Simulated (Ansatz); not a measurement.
```yaml
crystal:
  periodic: [false, false, false]
  atoms:
    - {symbol: O, position_ang: [-0.703698, 1.605702, -0.657218]}
    - {symbol: B, position_ang: [-0.145979, 1.198409, 0.484099]}
    - {symbol: Sn, position_ang: [0.425061, -0.991377, 0.330544]}
    - {symbol: F, position_ang: [-0.289678, -0.977636, -1.511797]}
    - {symbol: H, position_ang: [-0.754472, 0.892769, -1.320519]}
    - {symbol: H, position_ang: [-0.014179, 1.960411, 1.393844]}
    - {symbol: H, position_ang: [2.038413, -1.512706, 0.130044]}
    - {symbol: H, position_ang: [-0.463268, -2.232772, 1.095204]}
basis:
  gaussian: {orbitals: def2-SVP, final_grid: {core_spheres: 5, valence_spheres: 4, degree: 11}}
magnetization: {spin_polarized: true, initial_magnetization: 6}
hamiltonian: {xc: {name: rPW86-PBE}}
```

```sh
$ ansatz run in.yaml --threads 2 --pin off --events-out ev --progress --plain --max-ram 4352MiB
```

Output, abridged:

```
Functional definition: rPW86-PBE
  name "rPW86-PBE"
  cite "Murray, Lee & Langreth, J. Chem. Theory Comput. 5, 2754 (2009) doi:10.1021/ct900365q"
  cite "Perdew, Burke & Ernzerhof, Phys. Rev. Lett. 77, 3865 (1996) doi:10.1103/PhysRevLett.77.3865"
  parent pbe
  exchange = rpw86_x
  correlation = pbe_c
968 factors; their error is unknown
mean field evaluation 1: about -11321.4358 eV, gradient 4.3e1 eV
mean field evaluation 2: about -11190.6624 eV, gradient 1.4e2 eV
mean field evaluation 4: about -11313.2371 eV, gradient 5.8e1 eV
mean field evaluation 8: about -11330.0256 eV, gradient 1.9e1 eV
mean field evaluation 16: about -11332.2763 eV, gradient 6.2e-2 eV
mean field evaluation 64: about -11332.2062 eV, gradient 1.0e0 eV
mean field evaluation 128: about -11332.2048 eV, gradient 1.0e0 eV
mean field -11332.25410549 eV, -416.4526570989 hartree, gradient 6.6e-6 eV, S^2 12.005487; 20 other end points of the search recorded, 0 dependent functions left out
reference -11332.25417648 eV, -416.4526597077 hartree; 27, 21 occupied and 61, 67 virtual orbitals, 968 factors
Total energy: -11332.25417648 eV, -416.4526597077 hartree
```

Question: What is wrong with this run?

Answer: The spin is set far too high for this molecule. Self-consistency was reached. The result belongs to that input, not to the molecule as meant.
